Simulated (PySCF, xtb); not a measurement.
AlI₃, SMILES [I][Al]([I])[I].

GFN2-xTB (xtb) at its own geometry gives an orbital gap of 4.01 eV and a dipole moment of 0.00 D.

Coordinates come from a PBE0-D3(BJ)/def2-SVP optimisation. The isomer is the one that the SMILES or the coordinates give; other isomers of the formula were not compared. The def2 effective core potentials stand for the cores of I; spin–orbit coupling is left out.

Task: What does M06-2X/def2-TZVP run with PySCF give? (Estimate from the structure and the level; the computed values follow.)

Result: gap 7.54 eV (levels -8.88 and -1.34 eV), dipole 0.00 D.
